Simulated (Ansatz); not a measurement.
VF₅, relaxed as a singlet with RKS PBE0-D4/def2-SVP in Ansatz, starting from the GFN2-xTB geometry. Force threshold 0.02 eV/Å.

Start:

```xyz
6

V    -0.001   -0.001    0.000
F    -0.289   -1.211    1.073
F     0.291    1.211   -1.070
F    -0.003    1.094    1.235
F    -1.407   -0.360   -0.786
F     1.409   -0.732   -0.451
```

(1) Estimate the energy that the relaxation releases and the steps that it takes.

(2) Does the start keep its bonding and symmetry?

(3) Predict the relaxed structure.

## Answers

(1) 7.9 kcal/mol, in 4 steps; 9 s on 4 threads of Arm Neoverse V1 on a shared host. No frequencies were taken in this run, so the end may be a saddle point.

(2) By distances, no bond broke or formed. The bond that changes most is V1–F3, from 1.64 to 1.72 Å (atoms count from 1). Point group D3h at the start, D3h at the end, both within 0.05 Å.

(3) 
Cartesian coordinates in Å:
```
V 0.000 0.000 0.000
F -0.302 -1.268 1.122
F 0.304 1.269 -1.121
F -0.003 1.117 1.262
F -1.436 -0.367 -0.803
F 1.438 -0.750 -0.460
```
Bond lengths: 5 × F–V 1.69 to 1.72 Å.
